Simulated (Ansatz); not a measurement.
Geometry optimisation, RKS BHLYP-D4/def2-SVP in Ansatz 0.2.0.

Input file:

```yaml
crystal:
  periodic: [false, false, false]
  atoms:
    - { symbol: "N", position_ang: [-0.684, 1.0536, -0.305] }
    - { symbol: B, position_ang: [-0.0489, -0.221, 0.0074] }
    - { symbol: S, position_ang: [1.7373, -0.2412, 0.4945] }
    - { symbol: S, position_ang: [-0.9374, -1.8182, -0.0934] }
    - { symbol: H, position_ang: [-0.1882, 1.5375, -1.1078] }
    - { symbol: H, position_ang: [-0.6336, 1.7275, 0.5217] }
    - { symbol: H, position_ang: [2.2139, -0.3805, -0.8243] }
    - { symbol: H, position_ang: [-0.55088, -1.99868, -1.44276] }
basis:
  gaussian: { orbitals: def2-SVP }
hamiltonian:
  xc: { name: BHLYP }
  dispersion: d4
relax:
  f_tol: 0.015
  max_steps: 40
output:
  orbitals: {}
```

Command:

```bash
$ ansatz run input.yaml --threads 1 --pin off --max-ram 2048MiB --backend cpu --events-out ev --progress --plain --runs-dir out
```

Where does it end, and by what steps?

The forces met the threshold. After 16 steps the energy has fallen by 2.285 eV; H8 moved furthest, 1.23 Å.

```
step  energy less start (eV)  largest force component (eV/Å)  accepted
   0                  0.0000                           1.693       yes
   1                 -0.2124                           0.996       yes
   2                 -0.2834                           0.317       yes
   3                 -0.3643                           0.575       yes
   4                 -0.5355                           0.944       yes
   5                 -0.8005                           1.083       yes
   6                 -1.1177                           1.483       yes
   7                 -1.5274                           0.625       yes
   8                 -1.6949                           0.490       yes
   9                 -1.8497                           0.755       yes
  10                 -1.9886                           0.806       yes
  11                 -2.1402                           0.776       yes
  12                 -2.2544                           0.305       yes
  13                 -2.2837                           0.071       yes
  14                 -2.2846                           0.024       yes
  15                 -2.2847                           0.019       yes
  16                 -2.2847                           0.003       yes
```

```xyz
8
Properties=species:S:1:pos:R:3
N -0.538 1.253 -0.104
B 0.080 0.025 -0.331
S 1.905 -0.008 -0.444
S -0.987 -1.452 -0.497
H -0.038 2.123 -0.096
H -1.522 1.346 0.067
H 2.044 -1.240 -0.944
H -0.036 -2.387 -0.400
```

Whether the end is a true minimum wasn't checked by a vibrational analysis.

Run time: 2.1 min on 1 thread of Intel(R) Xeon(R) Processor @ 2.50GHz (Skylake/Cascade Lake), with other jobs on the host, peak memory 0.18 GiB.
